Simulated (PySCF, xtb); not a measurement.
OP, SMILES O=[P], multiplicity 2.

Harmonic wavenumbers (cm⁻¹) from GFN2-xTB (xtb) at its own minimum, in rising order: 1318.

**Question.** What does PBE-D3(BJ)/def2-TZVPD run with PySCF give at its own minimum? (The exact figures need the calculation; the answer reports its results.)

**Answer.** 1199. Paired by order, the mean absolute difference is 119 cm⁻¹ and the zero-point energies are 1.9 and 1.7 kcal/mol.
